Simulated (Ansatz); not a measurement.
Reaction (redistribution): `OB[Si](F)(F)Cl` + `[AlH2][SiH3]` → `F[Si](F)([SiH3])Cl` + `O[BH][AlH2]`

Isolated molecules relaxed with PBE0-D4/def2-TZVP in Ansatz; ΔE leaves out vibrations. CCSD(T)/CBS is the MP2 limit (def2-TZVPP, def2-QZVPP) plus CCSD(T) − MP2 in def2-TZVPP, frozen cores. This one scheme is used for every species. DFT in def2-TZVPP. Each species was taken in one conformer, which may not be the lowest.

`OB[Si](F)(F)Cl`:

Cartesian coordinates in Å:
```
O -0.327 -1.823 0.041
B -0.140 -0.660 -0.605
Si 0.318 0.970 0.492
F 1.532 1.769 -0.144
F 0.733 0.650 1.987
Cl -1.278 2.238 0.557
H -0.569 -2.558 -0.532
H -0.269 -0.585 -1.797
```

`[AlH2][SiH3]`:

```xyz
7

Al    0.228   -1.142   -0.791
Si   -0.192    0.853    0.579
H    -0.854   -1.688   -1.818
H     1.612   -1.910   -0.653
H    -0.094    0.522    2.031
H     0.832    1.904    0.306
H    -1.532    1.460    0.346
```

`F[Si](F)([SiH3])Cl`:

Z-matrix (Å, degrees):
```
Si
F 1 1.585
Si 1 2.330 2 111.5
F 1 1.585 2 106.4 3 121.7
Cl 1 2.034 2 107.7 3 -123.1
H 3 1.484 1 108.3 2 179.6
H 3 1.484 1 108.3 2 -60.9
H 3 1.484 1 109.5 2 59.3
```

`O[BH][AlH2]`:

Z-matrix (Å, degrees):
```
B
Al 1 2.147
O 1 1.358 2 119.1
H 1 1.212 2 123.6 3 -180.0
H 2 1.595 1 121.6 3 91.6
H 2 1.595 1 121.6 3 -90.9
H 3 0.962 1 113.8 2 -180.0
```

(1) Is it downhill or uphill in electronic energy at CCSD(T)/CBS, and by how much? (An estimate is asked.)

(2) What do these levels give: revPBE-D4, CAM-B3LYP-D4, PBE-QIDH, PBE, BLYP, r2SCAN, PBE0, r2SCANh, BHLYP, LC-ωPBE, CCSD/def2-SVP, HF/CBS(def2)? (Best estimate.)

Largest T1 diagnostic among the species: 0.014.

Answers

(1) Ansatz gave: Uphill: ΔE = +28.2 kJ/mol.

(2) Ansatz gave: revPBE-D4 29.3, CAM-B3LYP-D4 28.3, PBE-QIDH 30.6, PBE 29.2, BLYP 27.8, r2SCAN 30.0, PBE0 30.3, r2SCANh 30.3, BHLYP 29.7, LC-ωPBE 29.1, CCSD/def2-SVP 36.7, HF/CBS(def2) 29.9 kJ/mol.

Leaving LDA and LC-ωPBE aside and taking each functional with its dispersion term where it has one, the values, not all of them listed here, spread over 6.4 kJ/mol, from ωB97M-V to B97M-V. At CCSD(T), def2-SVP lies +8.2 kJ/mol from the extrapolated value and def2-TZVPP +2.5 kJ/mol.
